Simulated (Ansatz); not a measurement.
Relaxation of C₂H₈SSi (12 atoms, charge 0, multiplicity 1), to a largest force component of 0.03 eV/Å in at most 50 steps.

Computed with Ansatz, RKS B3LYP-D4/def2-SVP.

```xyz
12
Properties=species:S:1:pos:R:3:forces:R:3
Si 0.214 -0.701 -0.139 0.05 -0.09 0.11
H -0.715 1.029 -2.028 -0.71 2.46 0.37
S 0.426 -2.057 -1.540 0.13 -0.33 0.08
H -0.531 0.360 -2.158 0.54 -2.04 -0.55
C 1.548 0.502 0.393 0.01 0.02 0.00
C -1.358 -0.405 0.837 0.01 0.00 0.00
H 2.528 0.204 -0.006 -0.03 0.01 0.01
H 1.303 1.507 0.002 0.01 -0.03 0.02
H 1.604 0.585 1.492 0.00 -0.01 -0.03
H -1.199 -0.685 1.893 0.00 0.00 0.00
H -2.189 -1.002 0.434 0.00 0.00 0.00
H -1.631 0.664 0.820 0.00 0.00 0.00
```

Task: Where does it end, and by what steps?

Result: It converged. After 5 steps the energy has fallen by 0.189 eV; H2 moved furthest, 0.48 Å.

| step | energy less start (eV) | largest force component (eV/Å) | accepted |
| --- | --- | --- | --- |
| 0 | 0.0000 | 2.458 | yes |
| 1 | -0.1583 | 0.226 | yes |
| 2 | -0.1793 | 0.138 | yes |
| 3 | -0.1798 | 0.443 | yes |
| 4 | -0.1882 | 0.089 | yes |
| 5 | -0.1894 | 0.013 | yes |

```xyz
12
Properties=species:S:1:pos:R:3
Si 0.263 -0.805 -0.036
H -0.881 1.369 -2.324
S 0.526 -2.267 -1.319
H -0.662 0.656 -2.480
C 1.571 0.452 0.439
C -1.335 -0.453 0.879
H 2.553 0.177 0.029
H 1.287 1.441 0.039
H 1.644 0.553 1.535
H -1.196 -0.632 1.960
H -2.148 -1.097 0.517
H -1.623 0.606 0.759
```

Whether the end is a true minimum wasn't checked by a vibrational analysis.

The run took 18 s on 2 threads of Arm Neoverse V1, with other jobs on the host, peak memory 0.22 GiB.
